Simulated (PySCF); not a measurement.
Electronic absorption of C6HFN2

C6HFN2.
SMILES: `C#C/C(C#N)=C(/F)C#N`

Computed with PySCF, TDDFT PBE0/def2-SVPD, vertical, gas phase, core orbitals frozen in the response. Isolated species at its GFN2-xTB geometry, gas phase.

```csv
state,E (eV),E (hartree),f,symmetry,"main configurations (H = HOMO, L = LUMO)"
S1,4.46,0.1637,0.0000,–,H-1→L (99%)
S2,4.52,0.1660,0.290,A′,H→L (92%)
S3,5.65,0.2077,0.0006,–,H→L+1 (93%)
S4,5.71,0.2100,0.0000,–,H-3→L (94%)
S5,5.73,0.2106,0.197,A′,H-2→L (90%)
S6,5.99,0.2202,0.0001,–,"H-4→L (66%), H-5→L (29%)"
```

Triplets (Tamm–Dancoff): T1 2.50 eV, H→L (96%); T2 4.26 eV, H-1→L (95%).

The lowest singlet lies at 4.46 eV (278 nm, ultraviolet) and is dark (f under 0.0005); its leading configuration is HOMO-1→LUMO (99%). The most intense listed level is S2 at 4.52 eV (275 nm, f = 0.290), 0.06 eV above S1. Löwdin shares by element: HOMO carbon 68% or more (atoms not listed hold the other 32%); LUMO carbon 50% or more, nitrogen 13% or more (atoms not listed hold the other 37%). Weighted by f, the mean energy of these states is 5.01 eV. Of the 6 states listed, 2 reach f = 0.01 and 3 stay under 0.0005. The oscillator strengths of these states sum to 0.488; summed over the whole spectrum of an exact calculation they would give the number of electrons, 60 (Thomas–Reiche–Kuhn). Symmetry labels in Cs follow from the direction of the transition dipole and are given only for states with f of 0.002 or more. Singlets were solved by full linear response, triplets in the Tamm–Dancoff approximation.

Time: 18 s wall; peak memory 0.80 GiB. Hardware: Arm Neoverse V2, one thread, shared host with 96 logical CPUs at a one-minute load of 18.
